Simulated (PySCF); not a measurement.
[(Z)-prop-1-enyl]silane (C₃H₈Si), SMILES C/C=C\[SiH3]. Atoms are numbered in the order given.

```xyz
12

C      0.7368    -1.8395     0.0000
C     -0.6431    -1.2673     0.0000
C     -0.9628     0.0412     0.0000
Si     0.2573     1.4645     0.0000
H      0.8945    -2.4838     0.8824
H      0.8945    -2.4838    -0.8824
H      1.5185    -1.0640     0.0000
H     -1.4564    -2.0090     0.0000
H     -2.0321     0.2935     0.0000
H      1.1461     1.4430     1.2048
H     -0.4992     2.7521     0.0000
H      1.1461     1.4430    -1.2048
```

The structure is a stationary point at r2SCAN-D4/def2-SVP.

Two levels are set side by side: PBE/pcSseg-1 (PySCF) and PBE0/pcSseg-1 (PySCF). GIAO shifts against TMS (²⁹Si), TMS (¹H), TMS (¹³C) at the same level; non-relativistic, no solvent, atoms listed together averaged. Differences are taken from unrounded values.

```tsv
quantity	PBE0
δ(¹³C) of C1 (ppm)	24.9
δ(¹³C) of C2 (ppm)	161.9
δ(¹³C) of C3 (ppm)	125.6
δ(²⁹Si) of Si4 (ppm)	-84.5
δ(¹H) of H5, H6, H7 (ppm)	2.23
δ(¹H) of H8 (ppm)	7.10
δ(¹H) of H9 (ppm)	6.01
```

### Question
What does PBE give, and how far is it from PBE0? (Estimate from the structure and the level; the computed values follow.)

### Answer

| quantity | PBE | PBE minus PBE0 |
|---|---|---|
| δ(¹³C) of C1 (ppm) | 25.8 | 0.9 |
| δ(¹³C) of C2 (ppm) | 159.9 | -2.0 |
| δ(¹³C) of C3 (ppm) | 123.9 | -1.8 |
| δ(²⁹Si) of Si4 (ppm) | -90.0 | -5.4 |
| δ(¹H) of H5, H6, H7 (ppm) | 2.24 | 0.02 |
| δ(¹H) of H8 (ppm) | 7.11 | 0.00 |
| δ(¹H) of H9 (ppm) | 5.99 | -0.02 |

Rough cost on one machine, each run with all the roots and properties that it gave: PBE0 against PBE within a factor of 2.
